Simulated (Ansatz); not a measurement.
Geometry optimisation, RKS PBE0/def2-SVP in Ansatz 0.2.0.

The input (input.yaml):

```yaml
crystal:
  periodic: [false, false, false]
  atoms:
    - { symbol: B, position_ang: [-0.59849, 1.9052, -0.88531] }
    - { symbol: Si, position_ang: [-0.45887, 0.13964, -0.45682] }
    - { symbol: C, position_ang: [0.66022, -0.77323, 0.77769] }
    - { symbol: Cl, position_ang: [-1.15127, -1.32684, -1.73175] }
    - { symbol: H, position_ang: [-1.13182, 2.92596, -0.79937] }
    - { symbol: H, position_ang: [1.08798, -0.06989, 1.48578] }
    - { symbol: H, position_ang: [1.48061, -1.27544, 0.26797] }
    - { symbol: H, position_ang: [0.11164, -1.52541, 1.34181] }
basis:
  gaussian: { orbitals: def2-SVP }
hamiltonian:
  xc: pbe0
relax:
  f_tol: 0.02
  max_steps: 40
```

Launched with:

```bash
$ ansatz run input.yaml --threads 1 --pin off --max-ram 2048MiB --backend cpu --events-out ev --progress --plain --runs-dir out
```

Question: Where does it end, and by what steps?

Answer: It converged. After 7 steps the energy has fallen by 0.139 eV; Si2 moved furthest, 0.14 Å.

```tsv
step	energy less start (eV)	largest force component (eV/Å)	accepted
0	0.0000	1.323	yes
1	-0.1155	0.352	yes
2	-0.1331	0.171	yes
3	-0.1359	0.140	yes
4	-0.1377	0.089	yes
5	-0.1381	0.030	yes
6	-0.1383	0.027	yes
7	-0.1385	0.013	yes
```

```xyz
8
Properties=species:S:1:pos:R:3
B -0.654 1.825 -0.795
Si -0.527 0.034 -0.397
C 0.667 -0.765 0.793
Cl -1.206 -1.279 -1.848
H -1.018 2.959 -0.868
H 1.058 -0.006 1.488
H 1.512 -1.216 0.249
H 0.167 -1.552 1.377
```

Whether the end is a true minimum wasn't checked by a vibrational analysis.

Run time: 27 s on 1 thread of Arm Neoverse V2 (shared host), peak memory 0.15 GiB.
